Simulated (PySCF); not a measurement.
Job file and geometry (Å, from GFN2-xTB) of an NMR shielding run on SMILES C=CCC[C@@H]1OCC(=O)[SiH2]1, C₇H₁₂O₂Si, GIAO PBE0/pcSseg-1 NMR shielding, non-relativistic, gas phase in PySCF; density fitting, a coarse starting grid and PySCF grid level 2 are the driver's defaults:

```
$ OMP_NUM_THREADS=1 python probes_run.py task.json out

{"job": {"kind": "nmr", "xc": "PBE0", "basis": "pcSseg-1"}, "charge": 0, "multiplicity": 1}
C      2.727803     1.203804    -0.877083
C      2.498196     0.186463    -0.068924
C      1.761678    -1.055599    -0.456050
C      0.539954    -1.291988     0.432899
C     -0.468593    -0.157005     0.316098
O     -1.593956    -0.487420     1.141410
C     -2.651499     0.410530     0.961836
C     -2.873993     0.689955    -0.516309
O     -3.862999     1.212644    -0.961966
Si    -1.259531     0.127940    -1.407616
H      2.388708     1.198982    -1.900261
H      3.270317     2.077048    -0.557685
H      2.851694     0.211091     0.954162
H      1.447669    -0.988722    -1.500183
H      2.433918    -1.912254    -0.354162
H      0.850768    -1.387153     1.475958
H      0.047727    -2.223353     0.148724
H     -0.010322     0.769445     0.703092
H     -3.537079    -0.021604     1.431384
H     -2.436312     1.380994     1.442599
H     -0.663347     1.200750    -2.194876
H     -1.471210    -1.125163    -2.126938
```

Task: What does the program print?

Result: 
```
coarse grid: 18840 points
cycle   1  E = -712.9241268745  dE =  1.404e+00  |g| = 9.147e-01  |ddm| = 4.232e+00
cycle   2  E = -712.4594339934  dE =  4.647e-01  |g| = 1.797e+00  |ddm| = 2.182e+00
cycle   3  E = -713.0827485154  dE = -6.233e-01  |g| = 2.221e-01  |ddm| = 1.609e+00
cycle   4  E = -713.0920154919  dE = -9.267e-03  |g| = 9.757e-02  |ddm| = 2.599e-01
cycle   5  E = -713.0936210976  dE = -1.606e-03  |g| = 3.038e-02  |ddm| = 9.596e-02
cycle   6  E = -713.0938022918  dE = -1.812e-04  |g| = 6.534e-03  |ddm| = 2.830e-02
cycle   7  E = -713.0938108707  dE = -8.579e-06  |g| = 1.489e-03  |ddm| = 6.141e-03
final grid: 177264 points
cycle   8  E = -713.1760567177  dE = -3.011e-05  |g| = 1.680e-02  |ddm| = 3.556e-02
cycle   9  E = -713.1759366715  dE =  1.200e-04  |g| = 3.042e-02  |ddm| = 3.160e-02
cycle  10  E = -713.1761096761  dE = -1.730e-04  |g| = 3.753e-03  |ddm| = 2.131e-02
cycle  11  E = -713.1761125036  dE = -2.828e-06  |g| = 5.517e-04  |ddm| = 2.702e-03
cycle  12  E = -713.1761125542  dE = -5.059e-08  |g| = 2.092e-04  |ddm| = 6.524e-04
cycle  13  E = -713.1761125629  dE = -8.673e-09  |g| = 4.314e-05  |ddm| = 2.244e-04
cycle  14  E = -713.1761125633  dE = -3.795e-10  |g| = 1.813e-05  |ddm| = 6.065e-05
converged SCF energy = -713.1761125633

GIAO shielding tensors (ppm)
atom      isotropic    diamagn.    paramagn.     s11        s22        s33       span
  0 C       64.173     254.028    -189.855    -49.296     84.358    157.457    206.753
  1 C       39.586     257.816    -218.230    -80.848     45.125    154.481    235.330
  2 C      148.486     249.799    -101.313    138.609    146.471    160.377     21.767
  3 C      151.203     247.189     -95.986    139.308    154.176    160.125     20.817
  4 C      106.753     253.023    -146.270     65.951     91.544    162.762     96.811
  5 O      283.738     398.784    -115.046    212.753    308.828    329.633    116.880
  6 C      101.932     246.770    -144.838     86.232     97.372    122.193     35.961
  7 C      -69.763     260.050    -329.813   -164.453   -102.844     58.007    222.461
  8 O     -518.630     392.844    -911.473  -1472.795   -471.789    388.695   1861.490
  9 Si     426.975     882.556    -455.581    368.472    427.473    484.980    116.509
 10 H       26.313      31.773      -5.460     22.412     26.118     30.410      7.998
 11 H       26.422      28.939      -2.517     23.222     25.504     30.541      7.319
 12 H       25.604      31.597      -5.994     22.909     25.483     28.419      5.510
 13 H       29.844      33.022      -3.178     26.956     29.517     33.059      6.103
 14 H       28.940      29.361      -0.421     24.718     27.060     35.043     10.325
 15 H       29.369      32.231      -2.862     25.637     27.972     34.499      8.863
 16 H       29.714      32.418      -2.703     26.093     28.264     34.786      8.693
 17 H       27.576      34.629      -7.053     23.730     27.042     31.956      8.226
 18 H       27.558      27.735      -0.176     23.451     26.283     32.942      9.491
 19 H       28.051      29.602      -1.551     23.964     26.463     33.726      9.762
 20 H       27.839      30.836      -2.998     24.017     26.495     33.004      8.986
 21 H       27.975      30.420      -2.445     24.783     25.993     33.151      8.368
```

Task: Turn these shieldings into chemical shifts. Scale: ¹³C (σ = 186.93 ppm) and ²⁹Si (σ = 349.16 ppm) and ¹H (σ = 31.72 ppm) against TMS; H2O for ¹⁷O (σ = 336.08 ppm) (reference shieldings calculated alike).

Result: Averaging equivalent atoms: C 7: 256.7; C 1: 147.3; C 0: 122.8; C 6: 85.0; C 4: 80.2; C 2: 38.4; C 3: 35.7; O 8: 854.7; O 5: 52.3; Si 9: -77.8; H 12: 6.11; H 10: 5.40; H 11: 5.29; H 18: 4.16; H 17: 4.14; H 20: 3.88; H 21: 3.74; H 19: 3.67; H 14: 2.78; H 15: 2.35; H 16: 2.00; H 13: 1.87 ppm. Unscaled 17O shifts of doubly bonded oxygen tend to come out too high, by tens of ppm or more. Experimental scales use liquid or dissolved standards, which lie at an offset from isolated H2O (liquid H2O: subtract about 36 ppm).

Size and cost of the density-fitted run: 237 basis functions, 70 s wall time on 1 thread of an Arm Neoverse V2, shared host; peak memory 1.1 GiB.
